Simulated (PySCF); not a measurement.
## `CC[C@H](Br)[C@@H](F)C#N`, C5H7BrFN

Geometry:
```json
{"atom": "C1", "x (Å)": "-2.108", "y (Å)": "-0.138", "z (Å)": "0.256"}
{"atom": "C2", "x (Å)": "-0.649", "y (Å)": "0.237", "z (Å)": "0.477"}
{"atom": "C3", "x (Å)": "0.235", "y (Å)": "-0.181", "z (Å)": "-0.688"}
{"atom": "Br4", "x (Å)": "0.340", "y (Å)": "-2.136", "z (Å)": "-0.843"}
{"atom": "C5", "x (Å)": "1.671", "y (Å)": "0.342", "z (Å)": "-0.559"}
{"atom": "F6", "x (Å)": "1.652", "y (Å)": "1.717", "z (Å)": "-0.667"}
{"atom": "C7", "x (Å)": "2.268", "y (Å)": "-0.039", "z (Å)": "0.712"}
{"atom": "N8", "x (Å)": "2.726", "y (Å)": "-0.343", "z (Å)": "1.712"}
{"atom": "H9", "x (Å)": "-2.708", "y (Å)": "0.198", "z (Å)": "1.096"}
{"atom": "H10", "x (Å)": "-2.218", "y (Å)": "-1.216", "z (Å)": "0.166"}
{"atom": "H11", "x (Å)": "-2.492", "y (Å)": "0.327", "z (Å)": "-0.650"}
{"atom": "H12", "x (Å)": "-0.283", "y (Å)": "-0.223", "z (Å)": "1.399"}
{"atom": "H13", "x (Å)": "-0.559", "y (Å)": "1.323", "z (Å)": "0.583"}
{"atom": "H14", "x (Å)": "-0.183", "y (Å)": "0.170", "z (Å)": "-1.636"}
{"atom": "H15", "x (Å)": "2.304", "y (Å)": "-0.030", "z (Å)": "-1.379"}
```

Theory: TDDFT PBE0/def2-SVPD circular dichroism and optical rotation, one conformer, gas phase (PySCF 2.14.0). Geometry: GFN2-xTB.

The molecule is flexible and this is one conformer; a measurement averages over conformers. The calculation is non-relativistic, which matters for the atoms heavier than Zn.

Task: Draw the ECD and absorption spectra from the lowest 12 states, each a Gaussian of half-width 0.2 eV at 1/e height.

Result: 
| E (eV) | λ (nm) | Δε (L mol⁻¹ cm⁻¹) | ε (L mol⁻¹ cm⁻¹) |
| --- | --- | --- | --- |
| 5.50 | 226 | +0.01 | 0.373 |
| 5.60 | 222 | +0.04 | 3.67 |
| 5.70 | 218 | +0.22 | 22.3 |
| 5.80 | 214 | +0.55 | 83.5 |
| 5.90 | 210 | +0.52 | 195 |
| 6.00 | 207 | -0.58 | 286 |
| 6.10 | 203 | -1.88 | 263 |
| 6.20 | 200 | -1.89 | 152 |
| 6.30 | 197 | -0.97 | 55.7 |
| 6.40 | 194 | -0.28 | 12.8 |
| 6.50 | 191 | -0.05 | 1.97 |
| 6.60 | 188 | 0.00 | 2.34 |
| 6.70 | 185 | +0.07 | 20.3 |
| 6.80 | 182 | +0.39 | 115 |
| 6.90 | 180 | +1.39 | 398 |
| 7.00 | 177 | +2.80 | 860 |
| 7.10 | 175 | +2.87 | 1210 |
| 7.20 | 172 | +0.62 | 1270 |
| 7.30 | 170 | -1.29 | 1330 |
| 7.40 | 168 | -1.27 | 1820 |
| 7.50 | 165 | -2.90 | 2670 |
| 7.60 | 163 | -6.97 | 3110 |
| 7.70 | 161 | -8.41 | 2850 |
| 7.80 | 159 | -6.87 | 3300 |
| 7.90 | 157 | -5.72 | 5790 |
| 8.00 | 155 | -2.56 | 9050 |

Δε uses R in velocity form, ε uses f in length form. Only the states computed contribute, so the short-wavelength end is incomplete.

The sign of the CD band at 175 nm isn't settled: the length form gives the opposite one.
